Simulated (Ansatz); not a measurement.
`C#CB[SiH2][SeH]`. The species carries charge 0 and has multiplicity 1. The geometry is a stationary point of PBE0-D4/def2-TZVP. It is one conformer, not always the lowest.

```xyz
10

C    -1.106   -2.267    0.440
C    -0.400   -1.297    0.584
B     0.509   -0.088    0.731
Si    1.112    0.928   -0.831
Se   -0.677    1.841    0.442
H    -1.723   -3.127    0.328
H     1.123    0.127    1.735
H     2.213    1.921   -0.774
H     0.623    0.745   -2.219
H    -1.674    1.217   -0.437
```

Question: What is the dipole moment at ωB97M-V/def2-TZVPP? (Estimate.)

Answer: Ansatz gave: 1.80 D, with components (-0.19, 0.91, -1.54) D in this frame, pointing from negative to positive charge.

Question: And with PBE, r2SCAN, B3LYP? (Estimate.)

Answer: The calculation gave: PBE 1.82 D, r2SCAN 1.82 D, B3LYP 1.78 D.

Question: Give the Mulliken charges with ωB97M-V, PBE, r2SCAN in def2-TZVPP. (Best estimate.)

Answer: The calculation gave: 
```tsv
atom	ωB97M-V	PBE	r2SCAN
C1	-0.05	-0.13	-0.11
C2	-0.26	-0.14	-0.21
B3	-0.21	-0.14	-0.12
Si4	0.10	0.12	0.21
Se5	-0.04	0.03	0.00
H6	0.24	0.20	0.23
H7	0.12	0.05	0.03
H8	0.00	-0.04	-0.06
H9	0.00	-0.03	-0.05
H10	0.10	0.08	0.08
```

B3LYP here is the variant with VWN-RPA as its local correlation; programs differ in this.
